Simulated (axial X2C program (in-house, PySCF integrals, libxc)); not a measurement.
# Potential curves of AsP, 2c

Calculated with an in-house relativistic program for diatomic molecules. Two-component (2c) means X2C with spin–orbit coupling and atomic mean-field two-electron Coulomb and Gaunt terms. Basis: As dyall-cv3z [9s9p6d4f1g], P dyall-v3z [8s7p2d1f] (cores contracted in-house); Gaussian nuclei, density fitting, unrestricted open shells. Masses: As 74.922 u, P 30.974 u.

State: Ω = 0 (closed shell). Energies in eV from the fragments at the same level (As + P). Fits are polynomials in 1 − R0/R over 0.85 to 1.23 times the lowest point R0.

```tsv
R (Å)	PBE0	PBE50
1.7330	-2.5368	-2.2840
1.8127	-3.4683	-3.1624
1.8725	-3.8696	-3.5201
1.9322	-4.0755	-3.6799
1.9920	-4.1295	-3.6855
2.0617	-4.0458	-3.5431
2.1314	-3.8446	-3.2817
2.2211	-3.4657	-2.8237
2.3306	-2.8889	-2.1505
2.4900	-1.9471	-1.0871
```

The state is a single determinant with fixed occupations, the lowest that a limited PBE0 search found. The closed shell is kept restricted, so the energy runs too high when the bond is stretched far. De is counted from the lowest determinant-based energies of the atoms at the same level, without counterpoise correction.

(1) Fit the PBE0 curve near its minimum: give the equilibrium distance, the harmonic wavenumber and the well depth.

(2) What are Re, ωe and De at the PBE50 level?

## Answers

(1) At PBE0, 2c: Re = 1.987 Å, ωe ≈ 645 cm⁻¹, De = 4.13 eV to As + P; Be follows as 0.195 cm⁻¹.

(2) At PBE50, 2c: Re = 1.964 Å, ωe ≈ 683 cm⁻¹, De = 3.70 eV to As + P; Be follows as 0.199 cm⁻¹.
